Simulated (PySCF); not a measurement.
**Correlation energy of Kr⁺ (krypton, charge +1)**

[Ar] 3d10 4s2 4p5, 2P determinant. Computed with PySCF 2.14 in jorge-DZP-DKH (8s6p2d1f, 43 functions), with the spin-free X2C one-electron Hamiltonian (Gaussian nucleus). Frozen: [Ar] 3d10; 7 electrons correlated.

MP2 pair energies summed by pair of shells (mhartree):

```csv
pair,energy,share (%)
4p-4p,-21.85,50.9
4s-4p,-17.16,40.0
4s-4s,-3.90,9.1
```

Total MP2 correlation energy: -42.92 mhartree.

Same-spin part -9.36 and opposite-spin part -33.55 mhartree; SCS-MP2 scales them by 1/3 and 6/5 to -43.39 mhartree.

```csv
level,correlation energy (mhartree)
CCSD,-49.04
(T),-0.40
CCSD(T),-49.44
```

Diagnostics: T1 = 0.0010, D1 = 0.0021, largest double amplitude 0.030.

Cost of the coupled-cluster step: 0.61 s of wall time on 1 thread of Neoverse-N1 (shared host), for 7 correlated electrons.
